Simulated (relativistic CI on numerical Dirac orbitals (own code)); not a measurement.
## Sensitivity of the levels of Nd6+ to α and to the nuclear radius

Computed by Dirac-Coulomb-Breit CI, orbitals from a KLI potential per configuration, derivatives by finite differences, unscaled Slater integrals, QED left out (own radial code, finite nucleus).

Configurations in the expansion (outside the closed core [Kr] 4d10): 4f2 5s2 5p4, 4f 5s2 5p5, 5s2 5p6, 4f 5s 5p6, 5s2 5p5 5d, 4f2 5s 5p5, 4f 5s2 5p4 5d, 5s2 5p4 5d2. The list is cut by size and lacks configurations that can hold low levels.

With x = (α/α₀)² − 1 an excitation energy changes as ω = ω₀ + qx; K = 2q/ω₀ is the relative enhancement. Terms are leading LS components, so labels can repeat. The field-shift factor is F = δν/δ⟨r²⟩ for the transition from the lowest level.

Lowest level 5s2 5p6 1S_0.

```
           Level  ω₀ (cm⁻¹)  q (cm⁻¹)     K  F (GHz/fm²)
 4f 5s2 5p5 3D_1    32033.0     33510  2.09        -7.84
 4f 5s2 5p5 3D_2    36157.6     35920  1.99        -7.88
 4f 5s2 5p5 3G_4    39390.7     34030  1.73        -7.88
 4f 5s2 5p5 3G_5    40986.1     36760  1.79        -7.68
 4f 5s2 5p5 3D_3    42328.7     38550  1.82        -7.96
 4f 5s2 5p5 1F_3    45703.3     36800  1.61        -7.97
 4f 5s2 5p5 3F_4    49896.8     39150  1.57        -7.96
 4f 5s2 5p5 1D_2    51457.6     37740  1.47        -8.05
 4f 5s2 5p5 3G_3    72292.0     69930  1.93        -11.4
4f2 5s2 5p4 5H_4    75682.3     71540  1.89          -14
 4f 5s2 5p5 1D_2    75859.7     69540  1.83        -12.6
 4f 5s2 5p5 1F_3    76372.5     72730   1.9        -10.7
4f2 5s2 5p4 5H_5    76845.1     71960  1.87        -15.4
 4f 5s2 5p5 3G_4    78081.3     73920  1.89        -12.2
4f2 5s2 5p4 5H_6    78525.3     73670  1.88        -15.3
4f2 5s2 5p4 5H_3    79449.4     73200  1.84        -14.4
4f2 5s2 5p4 5D_0    81085.3     70570  1.74        -15.3
4f2 5s2 5p4 5H_7    81525.0     75630  1.86        -15.3
4f2 5s2 5p4 5G_2    81896.4     70610  1.72        -14.1
4f2 5s2 5p4 5D_1    82264.4     71620  1.74        -15.3
4f2 5s2 5p4 5G_4    84303.4     71880  1.71        -15.2
4f2 5s2 5p4 5D_3    84830.6     73170  1.73        -15.3
4f2 5s2 5p4 5D_2    85138.5     74130  1.74        -14.7
```

At this charge configurations can still be misplaced by up to about 7 % of their energy. Levels and lines within the n = 5 or 6 shells can be off by up to 10 % or somewhat more, and those that change n by about 2 %, since core polarisation is missing. Levels that differ in their count of f electrons can be misplaced by several ten thousand cm⁻¹, since the correlation energy of f electrons is missing or only estimated; rates across such gaps can be off by orders of magnitude.
